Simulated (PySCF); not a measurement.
## Telling isomers of C8H14O apart by NMR

Calculated, not measured (PySCF 2.14): coordinates at the GFN2-xTB level, σ from GIAO-PBE0/pcSseg-1. Fast rotation and ring inversion assumed for equivalent nuclei, a single conformation, gas phase, non-relativistic.

Chemical shifts δ = σref − σ; TMS for $^{1}$H and $^{13}$C, all at this level. Where no couplings were computed, multiplicities follow the n + 1 count of equivalent neighbours, and m marks all less simple cases (inequivalent or close neighbours, rings, F or P nearby). Shifts are as computed. Against solution values, carbons near 30 ppm lie about +3 ppm off and those near 130 ppm about +5 ppm. Of 1211 compounds with measured shifts, 218 miss one by over three times the rms of a fit or turn the order of signals round; such compounds aren't used in these exercises. OH and NH positions are gas-phase values without hydrogen bonding to other molecules.

(1) Tabulate the signals of `C=COC(=C)C(C)(C)C`, `O[C@H]1CC12CCCCC2`, `C=C(C(C)=O)C(C)(C)C`, `CC/C(C)=C(\C)CC=O`, `CC1(C)C[C@@H]2CC[C@H]1O2` and their relative energies.

(2) What is the quickest way to tell C=C(C(C)=O)C(C)(C)C from CC/C(C)=C(\C)CC=O?

(3) What is the quickest way to tell CC/C(C)=C(\C)CC=O from CC1(C)C[C@@H]2CC[C@H]1O2?

(4) What is the quickest way to tell C=COC(=C)C(C)(C)C from CC/C(C)=C(\C)CC=O?

## Answers

(1) 
```tsv
SMILES	carbon types	δC	δH	E rel. (kcal/mol)
C=COC(=C)C(C)(C)C	2×C 1×CH 2×CH2 3×CH3	179.7, 155.5, 98.5, 87.7, 39.0, 29.6	6.69 (m, 1H), 4.95 (m, 1H), 4.58 (m, 1H), 4.37 (m, 1H), 4.23 (m, 1H), 1.17 (s, 9H)	31.9
O[C@H]1CC12CCCCC2	1×C 1×CH 6×CH2	60.3, 38.1, 32.5, 31.3, 29.4, 28.6, 27.8, 22.2	3.32 (m, 1H), 1.87 (m, 1H), 1.83 (m, 1H), 1.64 (m, 1H), 1.60 (m, 1H), 1.51 (m, 1H), 1.49 (m, 1H), 1.38 (m, 1H), 1.32 (m, 1H), 1.23 (m, 1H), 0.88 (br s, 1H), 0.65 (m, 1H), 0.47 (m, 1H), 0.42 (m, 1H)	10.9
C=C(C(C)=O)C(C)(C)C	3×C 1×CH2 4×CH3	215.2, 171.8, 116.9, 39.1, 35.9, 30.3	5.47 (br s, 1H), 5.30 (br s, 1H), 2.32 (s, 3H), 1.21 (s, 9H)	13.6
CC/C(C)=C(\C)CC=O	2×C 1×CH 2×CH2 3×CH3	197.0, 145.5, 126.1, 53.8, 34.0, 21.4, 18.4, 15.6	9.65 (t, 1H), 2.97 (d, 2H), 2.17 (q, 2H), 2.02 (s, 3H), 1.72 (s, 3H), 1.07 (t, 3H)	17.4
CC1(C)C[C@@H]2CC[C@H]1O2	1×C 2×CH 3×CH2 2×CH3	87.9, 80.4, 50.0, 42.1, 33.1, 32.0, 27.4, 27.2	4.42 (m, 1H), 3.77 (m, 1H), 1.79 (m, 1H), 1.72 (m, 1H), 1.62 (m, 1H), 1.52 (m, 1H), 1.19 (m, 1H), 1.08 (s, 3H), 1.03 (s, 3H), 0.90 (m, 1H)	0.0
```

Energies are electronic energies at PBE0/pcSseg-1 on these geometries, without zero-point or thermal terms, each for the one conformer computed, which needn't be the lowest.

(2) Count the carbon signals: 6 against 8. The first has a ketone carbonyl carbon (C) at 215.2 ppm, the second an aldehyde carbonyl carbon (CH) at 197.0 ppm. In the proton spectra the most deshielded non-exchanging signals are 5.47 (br s, 1H) and 9.65 (t, 1H).

(3) Both give the same number of carbon signals, but DEPT or the intensities differ. The first has an aldehyde carbonyl carbon (CH) at 197.0 ppm, the second an sp3 CH bonded to O at 87.9 ppm. In the proton spectra the most deshielded non-exchanging signals are 9.65 (t, 1H) and 4.42 (m, 1H).

(4) Count the carbon signals: 6 against 8. The first has an allylic quaternary sp3 carbon (C) at 39.0 ppm, the second an allylic sp3 CH2 at 34.0 ppm. Their most deshielded carbons lie at 179.7 and 197.0 ppm. In the proton spectra the most deshielded non-exchanging signals are 6.69 (m, 1H) and 9.65 (t, 1H).
